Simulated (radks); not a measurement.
Results of a calculation; reference values are marked as such.
Valence configurations of Ag2+ (all share [Kr]). Level of theory: scalar-relativistic Kohn-Sham, LDA (Slater exchange, Perdew-Wang correlation), spin-polarised, spherical densities, finite nucleus; open shells are filled with parallel spins first (spin-orbit coupling, left out, can overturn this in heavy ions); Fermi nuclear charge, rms radius 4.5454 fm (a radial shooting solver on a logarithmic mesh with Libxc functionals). Energies are relative to 4d9; eigenvalues in eV for spin up.

[
 {"valence": "4d9", "E (eV)": "0.000", "moment (Bohr magnetons)": "1", "e(4d)": "-29.471", "e(5p)": "-", "e(5s)": "-"},
 {"valence": "4d8 5p1", "E (eV)": "15.180", "moment (Bohr magnetons)": "3", "e(4d)": "-35.150", "e(5p)": "-17.225", "e(5s)": "-"},
 {"valence": "4d8 5s1", "E (eV)": "8.055", "moment (Bohr magnetons)": "3", "e(4d)": "-33.922", "e(5p)": "-", "e(5s)": "-23.572"},
 {"valence": "4d7 5p2", "E (eV)": "32.768", "moment (Bohr magnetons)": "5", "e(4d)": "-40.817", "e(5p)": "-19.280", "e(5s)": "-"},
 {"valence": "4d7 5s1 5p1", "E (eV)": "25.056", "moment (Bohr magnetons)": "5", "e(4d)": "-39.662", "e(5p)": "-18.657", "e(5s)": "-26.327"},
 {"valence": "4d7 5s0.5 5p1.5", "E (eV)": "28.902", "moment (Bohr magnetons)": "5", "e(4d)": "-40.244", "e(5p)": "-18.974", "e(5s)": "-26.685"},
 {"valence": "4d6 5s2 5p1", "E (eV)": "39.060", "moment (Bohr magnetons)": "5", "e(4d)": "-44.295", "e(5p)": "-19.608", "e(5s)": "-27.750"},
 {"valence": "4d6 5s1 5p2", "E (eV)": "44.666", "moment (Bohr magnetons)": "7", "e(4d)": "-45.415", "e(5p)": "-20.576", "e(5s)": "-28.842"},
 {"valence": "4d7 5s2", "E (eV)": "19.062", "moment (Bohr magnetons)": "3", "e(4d)": "-38.394", "e(5p)": "-", "e(5s)": "-25.019"},
 {"valence": "4d6.5 5s1 5p1.5", "E (eV)": "34.528", "moment (Bohr magnetons)": "6", "e(4d)": "-42.536", "e(5p)": "-19.638", "e(5s)": "-27.607"}
]

NIST lists [Kr] 4d9 as the ground configuration; this level of theory agrees among the configurations tried. The energies are those of spherical high-spin densities, not of single terms.
